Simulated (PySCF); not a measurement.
BFH₂NSi, B₂H₄OSi (calculated)

All values are calculated (PySCF 2.14.0). Calculation on a computer-drawn molecule: the log of a Hartree-Fock and frozen-core CCSD(T) single point meant for a local Hartree-Fock minimum, with one planted fault or none, to be diagnosed. Offsets are logged minus clean, where the clean run is the same molecule without the fault. The reference is restricted for singlets and unrestricted otherwise, and also for a bond in bohr or an excited solution. Adding or removing an electron swaps singlet and doublet. The excited solution moves the top pair (singlet) or top alpha electron (doublet) to the lowest empty orbital. Highest occupied and lowest empty are orbital energies over both spins, largest force is the largest gradient component, triples share is (T) over the correlation energy, the T1 limit is 0.02 restricted and 0.045 unrestricted, electrons count all cores, a negative frequency is imaginary (commonest isotopes), and the dipole is about the centre of nuclear charge.

Common to all runs: meant multiplicity 1; logged SCF converged yes; logged CC converged yes; logged SCF stable within its kind yes; possible faults no fault, one electron removed, one electron added, multiplicity raised by two, geometry at a saddle point, SCF held on an excited solution, minimal basis STO-3G, one bond length entered in bohr, all coordinates scaled.

```yaml
- entry: 1
  formula: BFH2NSi
  logged_structure:
    atoms_angstrom:
      - ["N", -1.8611, 0.9528, -1.5051]
      - [B, -1.9109, -0.2926, -1.6092]
      - [Si, -1.9798, -2.3313, -2.0044]
      - [F, -3.3762, -2.7243, -1.1212]
      - [H, -1.8264, 1.9236, -1.3651]
      - [H, -0.9318, -2.6809, -0.9396]
  given:
    meant_charge: -1
    meant_basis: "aug-cc-pV(D+d)Z"
    logged_electrons: 38
    logged_basis_functions: 119
    logged_spin_squared: 2.0076
    "logged_highest_occupied [eV]": 0.50362
    "logged_lowest_empty [eV]": 3.5303
    "logged_largest_force [hartree/bohr]": 0.048672
    logged_T1_diagnostic: 0.025748
    logged_D1_diagnostic: 0.11472
    logged_triples_share: 0.036725
    "logged_dipole_magnitude [debye]": 3.1786
    "logged_energy_HF [hartree]": -468.67448
    "logged_energy_CCSD(T) [hartree]": -469.27735
    drawn_bonds_atom: [1, 2, 3, 1, 3]
    drawn_bonds_other_atom: [2, 3, 4, 5, 6]
    drawn_bonds_order: [2, 1, 1, 1, 1]
  results:
    planted_fault: "multiplicity raised by two"
    "HF_energy_offset_from_clean_run [kcal/mol]": 50.6
    "CCSD(T)_energy_offset_from_clean_run [kcal/mol]": 58.35
  notes: ["highest electron not bound in this basis"]
- entry: 2
  formula: B2H4OSi
  logged_structure:
    atoms_angstrom:
      - [B, -1.6248, 1.9271, -0.4689]
      - [Si, 0.2323, 2.1123, 0.1925]
      - [B, 0.6984, 0.157, -0.1904]
      - [O, 0.6399, -0.9265, 0.6157]
      - [H, -1.9279, 2.0785, -1.622]
      - [H, -2.5138, 1.7073, 0.3146]
      - [H, 1.1574, -0.0372, -1.2906]
      - [H, 0.2846, -0.7765, 1.4775]
  given:
    meant_charge: 0
    meant_basis: "cc-pV(D+d)Z"
    logged_electrons: 37
    logged_basis_functions: 85
    logged_spin_squared: 0.7841
    "logged_highest_occupied [eV]": -1.0843
    "logged_lowest_empty [eV]": 6.7634
    "logged_largest_force [hartree/bohr]": 0.029861
    logged_T1_diagnostic: 0.02606
    logged_D1_diagnostic: 0.11342
    logged_triples_share: 0.033574
    "logged_dipole_magnitude [debye]": 3.9964
    "logged_energy_HF [hartree]": -415.46143
    "logged_energy_CCSD(T) [hartree]": -415.97777
    drawn_bonds_atom: [1, 2, 3, 1, 1, 3, 4]
    drawn_bonds_other_atom: [2, 3, 4, 5, 6, 7, 8]
    drawn_bonds_order: [1, 1, 1, 1, 1, 1, 1]
  results:
    planted_fault: "one electron added"
    "HF_energy_offset_from_clean_run [kcal/mol]": -5.27
    "CCSD(T)_energy_offset_from_clean_run [kcal/mol]": -15.88
```
